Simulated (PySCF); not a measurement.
Computed shifts of a molecule C3H4BFO, PBE/pcSseg-1 in PySCF, GIAO, gas phase, equivalent atoms averaged, in ppm (number of nuclei): ¹³C: 173.7 (1), 151.8 (1), 92.4 (1). ¹⁹F: -232.7 (1). ¹H: 8.65 (1), 6.93 (1), 5.34 (1), 5.03 (1). References: ¹⁷O against H2O (σ = 334.3 ppm); ¹¹B against BF3 (σ = 83.9 ppm); ¹³C against TMS (σ = 182.0 ppm); ¹⁹F against CFCl3 (σ = 133.6 ppm); ¹H against TMS (σ = 31.49 ppm), references at their B3LYP-D3(BJ)/def2-TZVP geometries, non-relativistic. Geometry: PBE0-D3(BJ)/def2-SVP. Other conformers were not sampled.

Question: Pick the molecule that these values belong to.
A. CC1=CB(F)O1
B. C#CB(F)CO
C. C=C1OCB1F
D. OB1C=C[C@H]1F

Answer: D, OB1C=C[C@H]1F
